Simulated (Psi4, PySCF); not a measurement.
The PySCF input:
```python
from pyscf import gto, scf, dft

mol = gto.M(
    atom='''
C    -0.47320977    0.10465327   -0.01136862
N     0.71144548   -0.15734057    0.01709212
H    -1.26811447   -0.64983981    0.04145278
H    -0.87274529    1.12330419   -0.09288584
''',
    basis='cc-pvdz',
    spin=1,
    verbose=4,
)

mf = dft.UKS(mol)
mf.xc = 'blyp'
mf.grids.atom_grid = (99, 590)
mf.grids.prune = None
mf.kernel()
```

Q: Write the same job for Psi4.

A: One answer among several that fit: 
```
memory 2 GB

molecule mol {
0 2
C    -0.473210    0.104653   -0.011369
N     0.711445   -0.157341    0.017092
H    -1.268114   -0.649840    0.041453
H    -0.872745    1.123304   -0.092886
}

set {
  basis cc-pvdz
  reference uks
  scf_type pk
  puream true
  d_convergence 1e-8
  dft_radial_points 99
  dft_spherical_points 590
}

energy('blyp')
print_variables()
```

Both were run: PySCF gave -93.951146 Eh and Psi4 -93.951146 Eh, 0.000 mEh apart.
